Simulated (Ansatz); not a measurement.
Gas-phase reaction (SMILES): CNB(O)O [methylaminoboronic acid] → [CH2]NB(O)O + H atom; the C-H bond at the site shown breaks (other sites are not compared here).

Structures are relaxed separately at B3LYP-D3(BJ)/def2-TZVP in Ansatz (a quantum-chemistry and plane-wave program), one conformer each, not searched for the lowest. Correlated levels leave the core frozen unless marked. Open shells are spin-unrestricted. No spin-orbit coupling. No relativistic terms. CBS(X,Y): correlation extrapolated as X^-3; Hartree-Fock from the larger set. Thermal terms are rigid-rotor harmonic-oscillator values from B3LYP-D3(BJ) frequencies (Ansatz) at 298.15 K and 1 atm. 1 Eh = 627.5095 kcal/mol. Atoms have translation alone.

```tsv
species	E, CCSD(T)/CBS(cc-pVTZ,cc-pVQZ) (Ansatz) (Eh)	E, wB97M-V/def2-TZVPD (Ansatz) (Eh)	H - E (Eh)
CNB(O)O	-271.63710	-271.92389	0.09587
[CH2]NB(O)O	-270.98306	-271.27818	0.08212
H atom	-0.49995	-0.49411	0.00236
```

Problem. Work out ΔE and ΔH at 298.15 K at the first level, then ΔH at the second.

Solution. 
1. ΔE = [(-270.98306) + (-0.49995)] - [(-271.63710)] = 0.15409 Eh = 96.7 kcal/mol at CCSD(T)/CBS(cc-pVTZ,cc-pVQZ).
2. The terms H - E add up to -0.01139 Eh, so ΔH = (0.15409 + (-0.01139))×627.5095 = 89.5 kcal/mol.
3. At wB97M-V/def2-TZVPD the same steps give ΔE = 95.1 and ΔH = 88.0 kcal/mol, a shift of -1.5 from the first level.
4. These values are not checked against measurement here, since the tables used lack a sound gas-phase enthalpy of formation for at least one species.
